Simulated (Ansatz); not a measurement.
`[NH2][Hf]([OH])([OH])[F]` and `[OH][Hf]([OH])([OH])[F]` differ in one atom or group.

Ansatz, PBE0-D4/def2-TZVP geometries, multiplicity 1. Each molecule was computed in one conformer, which needn't be the lowest.

Elements past krypton have def2 core potentials.

```
                                        property  `[NH2][Hf]([OH])([OH])[F]`
            HOMO–LUMO gap (PBE0/def2-TZVPP) / eV                        7.12
           LUMO energy (ωB97M-V/def2-TZVPP) / eV                        1.02
               HOMO energy (PBE/def2-TZVPP) / eV                       -5.79
              LUMO energy (PBE0/def2-TZVPP) / eV                       -0.11
  size of the dipole moment (PBE/def2-TZVPP) / D                        2.55
size of the dipole moment (B3LYP/def2-TZVPP) / D                        2.63
```

**Question.** Give the same properties after the change, and the shifts. (Best estimate.)

**Answer.** Ansatz gave: 
```json
{"property": "HOMO–LUMO gap (PBE0/def2-TZVPP) / eV", "`[OH][Hf]([OH])([OH])[F]`": "8.84", "shift": "1.72"}
{"property": "LUMO energy (ωB97M-V/def2-TZVPP) / eV", "`[OH][Hf]([OH])([OH])[F]`": "0.97", "shift": "-0.05"}
{"property": "HOMO energy (PBE/def2-TZVPP) / eV", "`[OH][Hf]([OH])([OH])[F]`": "-7.28", "shift": "-1.49"}
{"property": "LUMO energy (PBE0/def2-TZVPP) / eV", "`[OH][Hf]([OH])([OH])[F]`": "-0.16", "shift": "-0.05"}
{"property": "size of the dipole moment (PBE/def2-TZVPP) / D", "`[OH][Hf]([OH])([OH])[F]`": "2.97", "shift": "0.42"}
{"property": "size of the dipole moment (B3LYP/def2-TZVPP) / D", "`[OH][Hf]([OH])([OH])[F]`": "3.06", "shift": "0.43"}
```

With PBE0 the HOMO falls by 1.76 eV and the LUMO falls by 0.05 eV, so the gap widens by about 1.71 eV. PBE moves the HOMO by -1.49 eV and ωB97M-V by -1.83 eV. Dipoles are sizes alone; their direction can turn.

B3LYP here is the variant with VWN-RPA as its local correlation; programs differ in this.
